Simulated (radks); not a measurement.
Results of a calculation; reference values are marked as such.
K6+, 13 electrons, occupied as [Ne] 3s2 3p1.

Code: a radial shooting solver on a logarithmic mesh with Libxc functionals. Model: non-relativistic Kohn-Sham, PBEsol, spin-polarised, spherical densities, point nucleus; open shells are filled with parallel spins first.

Energy parts (eV):
part                      energy
total                 -15973.727
kinetic                15959.103
electron-nucleus      -36496.874
Hartree                 5361.517
exchange-correlation    -797.474

Orbitals (lengths in bohr, moments of r in powers of bohr; <r^-3> diverges for s and p1/2):
orbital,occ.,eigenvalue (eV),<r^-3>,<r^4>,<r^2>
1s up,1,-3616.565,-,0.0002053,0.008944
1s down,1,-3616.190,-,0.0002053,0.008943
2s up,1,-460.2274,-,0.05629,0.1784
2s down,1,-459.8593,-,0.05602,0.1781
2p up,3,-390.8361,154.2,0.04686,0.1503
2p down,3,-390.3399,154.1,0.04661,0.1500
3s up,1,-126.8269,-,3.005,1.413
3s down,1,-124.3767,-,3.053,1.421
3p up,1,-108.4725,22.69,3.648,1.530
3p down,0,-106.0880,22.63,3.734,1.543
3d up,0,-81.2516,2.179,4.699,1.650
3d down,0,-79.1110,2.191,4.867,1.671
4s up,0,-55.1049,-,51.91,6.106
4s down,0,-54.2012,-,53.54,6.196

The highest occupied level is 3p up at -108.47 eV. Virial ratio -V/T = 2.00092. The electron density at the nucleus is 4552 e/bohr^3. The density falls to 0.001 e/bohr^3 at r = 2.41 bohr. For comparison, the ionisation energy in NIST's Atomic Spectra Database is 117.6 eV (measured). In exact Kohn-Sham theory the highest level is minus the ionisation energy, but local and semilocal functionals leave it too shallow, through self-interaction and a potential that decays too fast; potentials with the right tail come closer.
